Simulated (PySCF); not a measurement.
Excitations are Tamm–Dancoff values on a coarser integration grid. The basis has no diffuse functions, so Rydberg states are missing or too high.

Z-matrix (Å, degrees):
```
O
H 1 0.9827
C 1 1.4483 2 110.79
H 3 1.1044 1 106.47 2 174.10
H 3 1.1068 4 109.33 1 117.92
H 3 1.1073 4 109.06 5 122.05
Ga 1 2.0579 2 98.75 3 -125.69
F 7 1.7583 1 107.61 2 -127.37
F 7 1.7700 8 118.11 1 109.44
F 7 1.7788 8 119.24 9 152.64
```
Charge 0, multiplicity 1.

Task: What HOMO–LUMO gap, T1 excitation (TDA), charge on the central atom (meta-Löwdin), charge on the central atom (Mulliken) and S1 oscillator strength does PySCF with PBE-D3(BJ)/def2-TZVP // PBE-D3(BJ)/def2-SVP give?

Result: 
| Property | Result |
|---|---|
| HOMO–LUMO gap | 6.56 eV |
| T1 excitation (TDA) | 6.41 eV |
| charge on the central atom (meta-Löwdin) | 1.21 e |
| charge on the central atom (Mulliken) | 0.78 e |
| S1 oscillator strength | 0.002 |
